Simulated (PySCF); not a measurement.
Compound: C3H6AlNSn.
SMILES with atom numbers: `[C:1]1#[N+:2][AlH2-:3][CH:4]=[CH:5][SnH2:6]1` (hydrogens: H7, H8 on Al3; H9 on C4; H10 on C5; H11, H12 on Sn6)

Computed, not measured: PBE0-D3(BJ)/def2-SVP geometry optimisation, gas phase, def2 core potentials past Kr in PySCF 2.14.0.

Question: What internal coordinates does the optimisation give?

Answer: 
```json
{"bond": "C1≡N2", "length (Å)": "1.162"}
{"bond": "N2–Al3", "length (Å)": "2.025"}
{"bond": "Al3–C4", "length (Å)": "2.023"}
{"bond": "C4=C5", "length (Å)": "1.340"}
{"bond": "C5–Sn6", "length (Å)": "2.141"}
{"bond": "C1–Sn6", "length (Å)": "2.171"}
{"bond": "Al3–H7, Al3–H8", "length (Å)": "1.596"}
{"bond": "C4–H9", "length (Å)": "1.107"}
{"bond": "C5–H10", "length (Å)": "1.100"}
{"bond": "Sn6–H11, Sn6–H12", "length (Å)": "1.709"}
```

Bonds in one row agree within 0.01 Å and their mean is given. A selection of angles:
```json
{"angle": "N2–C1–Sn6", "degrees": "136.5"}
{"angle": "C1–N2–Al3", "degrees": "132.2"}
{"angle": "N2–Al3–C4", "degrees": "95.4"}
{"angle": "N2–Al3–H7", "degrees": "105.5"}
{"angle": "C4–Al3–H7", "degrees": "113.5"}
{"angle": "H7–Al3–H8", "degrees": "120.1"}
{"angle": "Al3–C4–C5", "degrees": "137.6"}
{"angle": "Al3–C4–H9", "degrees": "110.6"}
{"angle": "C5–C4–H9", "degrees": "111.8"}
{"angle": "C4–C5–Sn6", "degrees": "125.6"}
{"angle": "C4–C5–H10", "degrees": "122.3"}
{"angle": "Sn6–C5–H10", "degrees": "112.1"}
{"angle": "C5–Sn6–H11", "degrees": "118.7"}
{"angle": "C1–Sn6–C5", "degrees": "92.7"}
{"angle": "C1–Sn6–H11", "degrees": "106.3"}
{"angle": "H11–Sn6–H12", "degrees": "110.7"}
```

Torsions: Sn6–C1–N2–Al3 1° (synperiplanar); C1–N2–Al3–C4 0° (synperiplanar); N2–Al3–C4–C5 0° (synperiplanar); Al3–C4–C5–Sn6 0° (synperiplanar); C4–C5–Sn6–C1 0° (synperiplanar); N2–C1–Sn6–C5 0° (synperiplanar).

The 6-membered ring C1–N2–Al3–C4–C5–Sn6 has internal angles of 92.7° to 137.6° (sum 720°, against 720° for a flat polygon); it is planar, 0.00 Å rms from its mean plane, widest ring torsion 1°. Al3 (aluminium bonded to C, N and 2 H) has angles from 95.4° to 120.1°. The C–Sn distances run from 2.141 Å (C5–Sn6, drawn single) to 2.171 Å (C1–Sn6, drawn single), a spread of 0.030 Å. Sn6 (tin bonded to 2 C and 2 H) has angles from 92.7° to 118.9°. The 6 heavy atoms lie in one plane (0.002 Å rms). C1 (triply bonded carbon) is bent (angle 136.5°).

Point group: Cs (every atom within 0.08 Å of its image). No frequency check.

The run took 56 s of wall time on Arm Neoverse V1, one thread, no GPU, shared host with 32 logical CPUs at a one-minute load of 22, and the process peaked at 0.53 GiB of memory. This is the geometry optimisation.
